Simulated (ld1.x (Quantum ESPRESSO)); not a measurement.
What one change does to a pseudopotential (copper (Cu), PAW)

ld1.x (Quantum ESPRESSO) 7.5 input, shortened:

```
&input
   title='Cu', zed=29., rel=1, dft='PBE', iswitch=3,
   config='[Ar] 3d10 4s1 4p0'
 /
 &inputp
   pseudotype=3, lpaw=.true., tm=.true., lloc=-1, rcloc=2.65,
   nlcc=.true., rcore=1.40,
   which_augfun='GAUSS', rmatch_augfun=1.30
 /
6
4S  1  0   1.00   0.00  1.60  2.10  0.0
4S  1  0   0.00   0.05  1.60  2.10  0.0
4P  2  1   0.00   0.00  2.85  3.15  0.0
4P  2  1   0.00   4.40  2.85  3.15  0.0
3D  3  2  10.00   0.00  1.15  1.55  0.0
3D  3  2   0.00   1.10  1.15  1.55  0.0
 &test
   configts(1)='3d10 4s1 4p0'
 /
```

Change: wave 4p channel at 4.4 Ry: rcut 2.85, rcutus 3.15 bohr becomes 4p channel at 0.43 Ry: rcut 2.85, rcutus 3.15 bohr.

Cutoffs: the cutoffs (Ry, on a coarse ladder) from which the occupation-weighted sum of valence levels, in a spherical-Bessel basis at the reference potential, stays within 10 and 1 mRy of its value at 400 Ry; they do not see the model core or the augmentation charge, which bear on the density cutoff. Errors are all-electron minus pseudo energies relative to the spin-unpolarised reference configuration.

**Question.** How do hardness, ghosts and transferability respond?

**Answer.** The potential gets neither clearly harder nor softer (45 Ry and 80 Ry → 45 Ry and 80 Ry); the errors of the 6 common tests hardly move; neither file shows a bound ghost at the reference potential, the only one tested.

| quantity | base | changed |
| --- | --- | --- |
| cutoff, loose | 45 Ry | 45 Ry |
| cutoff, tight | 80 Ry | 80 Ry |
| bound ghosts | none | none |
| tests counted (converged, no solver errors) | 6 of 7 | 6 of 7 |
| error for 3d10 4s0 4p0, meV [ΔE 8.15 eV] | -7.4 | -7.4 |
| error for 3d9 4s0 4p0, meV [ΔE 29.48 eV] | -55 | -55 |
| error for 3d8 4s0 4p0, meV [ΔE 68.50 eV] | -519 | -519 |
| error for 3d10 4s0 4p1, meV [ΔE 4.14 eV] | -3.8 | -4.1 |
| error for 3d10 4s0.5 4p0, meV [ΔE 3.16 eV] | -1.9 | -1.9 |
| error for 3d9 4s2 4p0, meV [ΔE 1.97 eV] | -67 | -67 |
| s: phases at 3.41 bohr within 0.05 rad from the reference energy up to (Ry; the scan ends near 5) | to the end of the scan | to the end of the scan |
| p: phases at 3.41 bohr within 0.05 rad from the reference energy up to (Ry; the scan ends near 5) | 2.2 | 2.3 |
| d: phases at 3.41 bohr within 0.05 rad from the reference energy up to (Ry; the scan ends near 5) | 3.8 | 3.8 |
| lowest overlap eigenvalue by channel | s 0.39, p 0.61, d 0.48 | s 0.39, p 0.79, d 0.48 |

Base: Tests not counted: 3d7 4s0 4p0 (solver errors, printed error -752 eV). Changed file: Tests not counted: 3d7 4s0 4p0 (solver errors, printed error -752 eV).
